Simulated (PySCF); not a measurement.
**Stationary points of AsNF2**

Computed with PBE0 in PySCF with As def2-TZVP, N def2-TZVP, F def2-TZVP; no relativity; density-fitted integrals.

Relaxations began from a few typed shapes. The search is not exhaustive: other isomers or separated fragments can lie lower, and high-lying points may rest on an excited occupation.

| spin | group | bonds | angles | imaginary modes (cm⁻¹) | ΔE (kJ/mol) | ΔE with ZPE (kJ/mol) |
| --- | --- | --- | --- | --- | --- | --- |
| singlet | C2v | As–F 1.708 Å (×2), As–N 1.613 Å | F–As–F 92.8°, F–As–N 133.6° (×2) | none | 0.0 | 0.0 |
| singlet | C2v | As–F 1.878 Å (×2), As–N 1.699 Å | F–As–F 143.4°, F–As–N 71.7° (×2) | 464i | 147.2 | – |

The lowest minimum found is the singlet C2v: As–F 1.708 Å (×2), As–N 1.613 Å; F–As–F 92.8°, F–As–N 133.6° (×2).

Counting electrons, arsenic keeps none of its valence electrons outside its bonds, so the VSEPR class is AX3 and the expected shape is trigonal planar; with unlike ligands the computed point group is C2v.
